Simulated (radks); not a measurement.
Results of a calculation; reference values are marked as such.
Question: Radial electron density D(r) = 4 pi r^2 rho(r) of an atom or ion with 28 electrons. Level of theory: Dirac Kohn-Sham, PBE, spin-unpolarised, spherical densities, finite nucleus; Fermi nuclear charge, rms radius of each element as measured or else 0.836 A^(1/3) + 0.57 fm (a radial shooting solver on a logarithmic mesh with Libxc functionals).

```
   r/bohr * D(r) (the largest magnitude, 47.6, reaches the edge; | marks zero)
 0.006377 |          *
 0.008303 |               *
  0.01081 |                     *
  0.01397 |                             *
  0.01819 |                                     *
  0.02349 |                                           *
  0.03059 |                                              *
  0.03983 |                                             *
  0.05145 |                                        *
    0.067 |                                     *
  0.08654 |                                         *
   0.1127 |                                                  *
   0.1467 |                                                      *
   0.1895 |                                               *
   0.2468 |                                 *
   0.3188 |                           *
   0.4151 |                                *
   0.5406 |                                 *
   0.6983 |                        *
   0.9093 |           *
    1.175 |   *
    1.529 | *
    1.991 |*
    2.572 *
     3.35 *
    4.327 *
```

What is the nuclear charge?

Answer: Z = 33. The innermost maximum, from 1s, lies near gamma/Z bohr with gamma = sqrt(1 - (Z/c)^2) = 0.971, here 0.0294 bohr (found: 0.0318), and its height grows with Z. The density is that of the arsenic ion As5+ in [Ar] 3d(3/2: 4, 5/2: 5) 4p(1/2: 1, 3/2: 0); the configuration itself is not fixed sharply by these data, and Z only to about a unit. D(r) has 3 maxima, at r = 0.0318, 0.143, 0.491 bohr, and minima at 0.0670, 0.311 bohr, inside which lie 2.09, 10.97 electrons.
